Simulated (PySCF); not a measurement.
First SCF of a structure search on triplet B₄, at a hand-made square geometry. PySCF input:

```python
from pyscf import gto, scf, dft
mol = gto.M(atom='''
B      0.850000     0.850000     0.000000
B     -0.850000     0.850000     0.000000
B     -0.850000    -0.850000     0.000000
B      0.850000    -0.850000     0.000000''',
    basis={'B': 'def2-TZVP'},
    charge=0, spin=2)
mf = dft.UKS(mol, xc='PBE0')
mf.grids.atom_grid = (50, 194)
aux = {'B': 'def2-universal-JKFIT'}
mf = mf.density_fit(auxbasis=aux)
mf.conv_tol = 1e-08
mf.diis_space = 10
mf.max_cycle = 60
mf.init_guess = 'minao'
mf.verbose = 4
mf.kernel()
```

Excerpt of the output (cycles alone):

```
init E= -99.3057919882177
cycle= 1 E= -98.9359373471802  delta_E= 0.37  |g|= 0.142  |ddm|=  1.3
cycle= 2 E= -98.9481280760032  delta_E= -0.0122  |g|= 0.0934  |ddm|= 0.492
cycle= 3 E= -98.9549275974559  delta_E= -0.0068  |g|= 0.0248  |ddm|= 0.124
cycle= 4 E= -98.9557712937246  delta_E= -0.000844  |g|= 0.00514  |ddm|= 0.0611
cycle= 5 E= -98.9558465365778  delta_E= -7.52e-05  |g|= 0.001  |ddm|= 0.0134
cycle= 6 E= -98.9558489112496  delta_E= -2.37e-06  |g|= 9.33e-05  |ddm|= 0.00298
cycle= 7 E= -98.9558489233102  delta_E= -1.21e-08  |g|= 1.16e-05  |ddm|= 0.000263
cycle= 8 E= -98.9558489234775  delta_E= -1.67e-10  |g|= 1.31e-06  |ddm|= 2.33e-05
Extra cycle  E= -98.9558489234789  delta_E= -1.39e-12  |g|= 7.2e-07  |ddm|= 5e-06
converged SCF energy = -98.9558489234789  <S^2> = 2.0605631  2S+1 = 3.0401073
```

No lower solution of this spin was found from smeared starts or by a stability analysis within the unrestricted form.

The search for the lowest solution, 3 starts and the stability check together, took 8.5 s on 4 threads of a shared Arm Neoverse V1 host, with 124 basis functions; the process peaked at 0.54 GiB.
